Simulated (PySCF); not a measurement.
## SbAs: energy against distance

Set-up: basis Sb def2-SVP with ECP28, As def2-SVP; scalar-relativistic core potentials; PySCF 2.14. Energies in eV from Sb + As in their ground configurations at the same level. State: ¹Σ⁺ (singlet), closed shell.

```tsv
R (Å)	M06-L
1.979	-1.859
2.071	-2.952
2.163	-3.569
2.232	-3.802
2.301	-3.887
2.370	-3.859
2.462	-3.694
2.577	-3.352
2.715	-2.830
2.899	-2.066
```

Problem. Put a parabola through the three lowest points of the M06-L curve and estimate Re, k and ωe (reduced mass 46.26 u; 1 eV/Å² = 0.16022 mdyn/Å; ωe = 1302.8·√(k/μ) cm⁻¹).

Solution. Through R = 2.232, 2.301, 2.37 Å the second-order coefficient is 11.9 eV/Å², so Re ≈ 2.318 Å, k ≈ 3.80 mdyn/Å and ωe ≈ 374 cm⁻¹. A polynomial fit of higher order to the unrounded M06-L energies gives Re = 2.316 Å, k = 3.55 mdyn/Å, ωe = 361 cm⁻¹; anharmonicity and rounding make the difference.

The higher-order fit for each curve: M06-L: Re = 2.316 Å, ωe = 361 cm⁻¹, De = 3.89 eV.

Spin–orbit coupling is left out, which matters for elements this heavy, above all for dissociation energies.
